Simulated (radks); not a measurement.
Values are calculated unless marked as measured or tabulated.
Task: All-electron atom: the zirconium ion Zr26+ in [Ne] 3s2 3p2. Level of theory: scalar-relativistic Kohn-Sham, LDA (Slater exchange, Perdew-Wang correlation), spin-polarised, spherical densities, point nucleus; open shells are filled with parallel spins first (spin-orbit coupling, left out, can overturn this in heavy ions) (a radial shooting solver on a logarithmic mesh with Libxc functionals). Some entries of the table are withheld. Estimate them.

| orbital | occ. | eigenvalue (hartree) | r(max) (bohr) |
|---|---|---|---|
| 1s up | 1 | -700.2233 | 0.02417 |
| 1s down | 1 | -700.0962 | 0.02417 |
| 2s up | 1 | -134.8738 | 0.1363 |
| 2s down | 1 | -134.7516 | 0.1363 |
| 2p up | 3 | -125.5673 | 0.1087 |
| 2p down | 3 | -125.4227 | 0.1087 |
| 3s up | 1 | -51.00348 | 0.3745 |
| 3s down | 1 | -50.58375 | 0.3746 |
| 3p up | 2 | -48.03492 | (1) |
| 3p down | 0 | -47.61321 | (2) |
| 3d up | 0 | -44.03578 | 0.2912 |
| 3d down | 0 | -43.66223 | 0.2899 |
| 4s up | 0 | -26.28978 | 0.7540 |
| 4s down | 0 | -26.14392 | 0.7570 |
| 4p up | 0 | -25.08414 | 0.7539 |
| 4p down | 0 | -24.94010 | 0.7572 |

Result: 
(1) 3p up r(max) (bohr): 0.3608
(2) 3p down r(max) (bohr): 0.3608
